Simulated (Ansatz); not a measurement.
(BeS)2 ring (Be₂S₂), relaxed as a singlet with RKS PBE0-D4/def2-TZVP in Ansatz, starting from the GFN2-xTB geometry. Force threshold 0.02 eV/Å.

Start:

Cartesian coordinates in Å:
```
Be 0.734 0.651 0.148
S 0.033 -0.408 1.656
Be -0.735 -0.651 -0.148
S -0.033 0.408 -1.656
```

Question: Estimate the energy that the relaxation releases and the steps that it takes.

Answer: 1.6 kcal/mol, in 4 steps; 2.4 s on 4 threads of Arm Neoverse V2 on a shared host. No frequencies were taken in this run, so the end may be a saddle point.

Question: Does the start keep its bonding and symmetry?

Answer: By distances, no bond broke or formed. The bond that changes most is S2–Be3, from 1.98 to 1.92 Å (atoms count from 1). Point group D2h at the start, D2h at the end, both within 0.05 Å.

Question: Predict the relaxed structure.

Answer: 
Cartesian coordinates in Å:
```
Be 0.720 0.639 0.144
S 0.031 -0.398 1.611
Be -0.720 -0.639 -0.144
S -0.031 0.398 -1.611
```
Bond lengths (bridged metal pairs left out): 4 × Be–S 1.92 Å.
